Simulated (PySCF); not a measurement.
# Se⁹⁺: ionisation energy

Se⁹⁺ [Ar] 3d7 [3d3/2^4 3d5/2^3, M_J = 9/2] → Se¹⁰⁺ [Ar] 3d6 [3d3/2^4 3d5/2^2, M_J = 4], as a difference of total energies. Computed with PySCF 2.14 in an even-tempered Gaussian basis (18 s from 0.53 bohr⁻², ratio 2.8; 13 p from 0.69 bohr⁻², ratio 2.8; 9 d from 0.69 bohr⁻², ratio 2.8; 4 f from 3.9 bohr⁻², ratio 3), with the two-component X2C-1e Hamiltonian. Correlated levels: [Ne] frozen; the 88 highest virtual spinors dropped. "Screened" scales the spin-orbit matrix elements by Boettger's factors to mimic the two-electron term; Breit and QED terms are absent.

```
                    method  ionisation energy (eV)
 GHF (screened spin-orbit)                  255.61
GMP2 (screened spin-orbit)                  257.01
```

How much does correlation contribute at GMP2 (screened spin-orbit)?

257.01 − (255.61) = 1.40 eV, measured against GHF (screened spin-orbit).

The labels give the starting determinants; with spin-orbit coupling the two ends relaxed to ⟨J²⟩ = 24.75, ⟨L²⟩ = 12.14, ⟨S²⟩ = 3.70 and ⟨J²⟩ = 20.01, ⟨L²⟩ = 6.09, ⟨S²⟩ = 5.95.

For comparison: 255 ± 2.2 eV (theoretical estimate listed by NIST; NIST Atomic Spectra Database, ionization energies).
